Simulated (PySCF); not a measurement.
Gas-phase reaction: TaOF₃ + F₂O ⇌ TaF₅ + 2 O

Method: PySCF energies plus ideal-gas RRHO corrections (1 bar). † marks an energy on the PBE0/def2-TZVP geometry and frequencies. CCSD(T) freezes the core. Open shells (unrestricted): O (multiplicity 3, electronic degeneracy 9); the rest are closed-shell singlets. Spin-orbit splitting is ignored; it lowers the true energy and changes the entropy of O. Ta: scalar-relativistic def2 core potential, no spin-orbit coupling. TaOF₃: computed as isolated molecules; such fragments, hydroxides, amides, oligomers or adducts are transient or little studied in the gas. CCSD(T) isn't extrapolated to the basis-set limit; its ΔH°(298 K) is -77.4 kJ in def2-SVP and -26.0 kJ in def2-TZVPP. The harmonic model lacks anharmonicity and excited electronic states, which grow with temperature; levels with a mode under 35 cm⁻¹ are left out. Soft modes under 120 cm⁻¹ make the harmonic entropy rough for TaF₅. Warning, large T1 diagnostic: TaOF₃ (CCSD(T)/def2-SVP†).

```
level              ΔE electronic, kJ  ΔH°(298 K), kJ  ΔS°(298 K), J/K  ΔG°(1000 K), kJ
-----------------  -----------------  --------------  ---------------  ---------------
BLYP/def2-TZVP†                  104              98              101              -12
CCSD(T)/def2-SVP†                -72             -77              101             -188
HF/def2-TZVP†                   -512            -517              101             -627
M06-2X/def2-TZVP†                  3              -2              101             -113
PBE/def2-TZVP†                   141             136              101               26
r2SCAN/def2-TZVP†                 33              28              101              -83
```
ΔH° is lowest at HF/def2-TZVP† and highest at PBE/def2-TZVP†. No reference value is set beside these.
